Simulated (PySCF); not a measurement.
**How methods differ on the ionisation energy of P²⁺**

P²⁺ [Ne] 3s2 3p1 (2P) → P³⁺ [Ne] 3s2 (1S), as a difference of total energies. Calculation: PySCF 2.14, in def2-TZVP; the non-relativistic Hamiltonian (point nucleus). Correlated levels: valence: [Ne] frozen. The calculations carry no spin-orbit coupling.

```csv
method,ionisation energy (eV),difference from reference (eV)
UHF,29.590,-0.613
BP86,30.350,+0.147
PBE,30.268,+0.065
MP2 (valence),29.860,-0.343
SCS-MP2 (valence),29.848,-0.355
CCSD (valence),29.986,-0.217
CCSD(T) (valence),30.014,-0.189
```

Reference: 30.203 eV (measured; NIST Atomic Spectra Database, ionization energies).

The reference lies between the lowest fine-structure levels, while these numbers refer to the centres of the terms.

Errors of the correlated levels include the incompleteness of this basis and the frozen core.
